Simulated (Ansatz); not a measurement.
Consider the redistribution: `N[SiH2][SiH2]CO` + `CBNC` → `CN[SiH2][SiH2]N` + `CBCO`.

Computed with Ansatz on PBE0-D4/def2-TZVP structures; ΔE is electronic, products minus reactants. CBS: MP2 limit from def2 TZ/QZ plus the TZ coupled-cluster correction, frozen cores. One conformer a species, not always the lowest.

```tsv
species	CCSD(T)/CBS(def2) energy (Eh)
`N[SiH2][SiH2]CO`	-751.50844
`CBNC`	-160.46148
`CN[SiH2][SiH2]N`	-731.66789
`CBCO`	-180.26920
```

Problem. Work out ΔE.

Solution. ΔE = (-731.66789) + (-180.26920) − (-751.50844) − (-160.46148) = 0.03283 Eh = +0.89 eV.

Largest T1 diagnostic among the species: 0.012.

In def2-TZVPP, CCSD(T) changes the Hartree–Fock value by +0.13 eV (the triples alone add +0.03 eV) and MP2 by +0.12 eV. From PBE to PBE0 (25 % exact exchange), in def2-TZVPP and without D4, ΔE moves by −0.05 eV.
